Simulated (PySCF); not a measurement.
Cu(OH)(PH3) (CuH4OP), SMILES [OH][Cu]<-[PH3], multiplicity 1. Atoms are numbered in the order given.

```xyz
7

Cu     0.2142     0.1172     0.3613
O      1.0681     0.5517     1.8613
H      1.5939     1.3513     1.7614
P     -0.8511    -0.4785    -1.4091
H     -0.6204    -1.7536    -1.9917
H     -0.6913     0.2962    -2.5880
H     -2.2710    -0.5304    -1.4118
```

The structure is a stationary point at PBE0-D3(BJ)/def2-SVP. The spin state was assumed, not searched. The structure was generated by enumeration; whether it is a known compound was not checked. The values are those of a single conformer.

Two levels are set side by side: PBE/pcSseg-1 (PySCF) and KT2/pcSseg-1 (PySCF). GIAO shifts against H2O (¹⁷O), PH3 (³¹P), TMS (¹H) at the same level; non-relativistic, no solvent, atoms listed together averaged. Differences are taken from unrounded values.

| quantity | KT2 | PBE | PBE minus KT2 |
|---|---|---|---|
| δ(¹⁷O) of O2 (ppm) | 45.3 | 47.4 | 2.2 |
| δ(¹H) of H3 (ppm) | 1.24 | 1.44 | 0.20 |
| δ(³¹P) of P4 (ppm) | 46.8 | 50.3 | 3.5 |

Rough cost on one machine, each run with all the roots and properties that it gave: KT2 against PBE within a factor of 2.
